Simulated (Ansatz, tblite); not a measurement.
Removing and adding an electron: `CN(C)c1ccc(C#Cc2ccc(C#Cc3ccc(C#CC#N)cc3)cc2)cc1`. Charge 0, multiplicity 1. Geometry: r2SCAN-D4/def2-SVP. Ansatz, gas phase; energy differences of separate SCF runs; the oxidised species was run as a doublet alone; the reduced species was run as a doublet alone.

Cartesian coordinates in Å:
```
C 6.860 -1.303 -6.443
N 5.432 -1.391 -6.648
C 4.905 -1.609 -7.977
C 4.573 -1.181 -5.595
C 3.165 -1.217 -5.773
C 2.303 -1.011 -4.704
C 2.787 -0.757 -3.403
C 1.899 -0.543 -2.313
C 1.134 -0.359 -1.374
C 0.246 -0.125 -0.287
C -0.185 1.185 0.024
C -1.053 1.417 1.084
C -1.524 0.345 1.874
C -2.412 0.583 2.960
C -3.177 0.792 3.893
C -4.065 1.036 4.976
C -3.564 1.311 6.270
C -4.429 1.552 7.328
C -5.829 1.527 7.127
C -6.713 1.775 8.205
C -7.478 1.990 9.140
C -8.330 2.228 10.179
N -9.063 2.433 11.070
C -6.334 1.253 5.835
C -5.465 1.012 4.780
C -1.098 -0.966 1.565
C -0.230 -1.195 0.504
C 4.187 -0.715 -3.226
C 5.059 -0.920 -4.287
H 7.174 -0.299 -6.097
H 7.376 -1.511 -7.389
H 7.213 -2.039 -5.697
H 4.315 -0.745 -8.341
H 5.737 -1.768 -8.675
H 4.254 -2.501 -8.019
H 2.738 -1.407 -6.758
H 1.223 -1.047 -4.871
H 0.177 2.018 -0.583
H -1.378 2.434 1.317
H -2.484 1.331 6.428
H -4.036 1.764 8.325
H -7.414 1.233 5.676
H -5.858 0.801 3.782
H -1.458 -1.801 2.172
H 0.097 -2.212 0.272
H 4.591 -0.519 -2.229
H 6.132 -0.876 -4.096
```

The xTB rows come from tblite. Single mean-field runs in def2-TZVP are fitted with def2-universal-jkfit. HOMO above LUMO, or a gap near zero within one spin, warns that the state may not be the lowest or that an electron is smeared out.

```tsv
level	−HOMO (eV)	vertical IE (eV)	−LUMO (eV)	vertical EA (eV)	HOMO–LUMO gap (eV)	IE − EA (eV)	remarks
GFN1-xTB	10.28	12.20	8.67	6.78	1.61	5.41	–
GFN2-xTB	9.32	11.31	7.90	5.86	1.43	5.45	–
PBE-D4/def2-TZVP	4.73	6.63	3.15	1.36	1.58	5.28	HOMO above zero (-1 doublet), gap within one spin near zero (+1 doublet), gap within one spin near zero (-1 doublet)
revPBE-D4/def2-TZVP	4.65	6.65	3.06	1.36	1.60	5.28	HOMO above zero (-1 doublet), gap within one spin near zero (+1 doublet), gap within one spin near zero (-1 doublet)
PBE0-D4/def2-TZVP	5.63	6.95	2.47	1.23	3.16	5.71	HOMO above zero (-1 doublet)
```

Relaxing the oxidised species (r2SCAN-D4/def2-SVP) changes its energy by -0.52 eV at PBE-D4/def2-TZVP, so the adiabatic ionisation energy to this nearest minimum is 6.12 eV. At PBE0-D4/def2-TZVP it is 6.41 eV.  Relaxing the reduced species (r2SCAN-D4/def2-SVP) changes its energy by -0.62 eV at PBE-D4/def2-TZVP, so the adiabatic electron affinity to this nearest minimum is 1.98 eV. At PBE0-D4/def2-TZVP it is 1.73 eV.     A HOMO above zero means that the electron is unbound at that level or that self-interaction error raises the level; the energy of removing that electron tells which. Raw xTB energy differences between charge states are shifted by several eV; the methods need an empirical correction for them. Sets without diffuse functions give affinities that are too small.
